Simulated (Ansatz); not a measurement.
Species: sum formula SiH2Cl, charge 1, multiplicity 1. 
Structure (B3LYP-D3(BJ)/def2-TZVP (Ansatz, a program for electronic structure) minimum search):
```xyz
4

Si    -0.9627     0.0164    -0.0597
Cl     0.9876    -0.0168     0.0612
H     -1.6346     1.3189    -0.0864
H     -1.6766    -1.2626    -0.1189
```
Charge +1, spin multiplicity 1.

Basis-set convergence of Hartree-Fock and CCSD correlation energies (hartree) with Ansatz. Valence correlation only, unless marked. No spin-orbit coupling. Non-relativistic.

| basis | functions | E(HF) | E(corr, CCSD) |
|---|---|---|---|
| def2-SVPD | 67 | -749.09291 | -0.25525 |
| def2-TZVPPD | 133 | -749.35150 | -0.31904 |
| def2-QZVPPD | 221 | -749.37289 | -0.34184 |

Extrapolating the two largest sets (X = 3 and 4) as X^-3: E(corr) = (64·(-0.34184) - 27·(-0.31904))/37 = -0.3585 Eh, an estimate of the basis-set limit. The largest set recovers 95.4 % of it, the smallest 71.2 %.
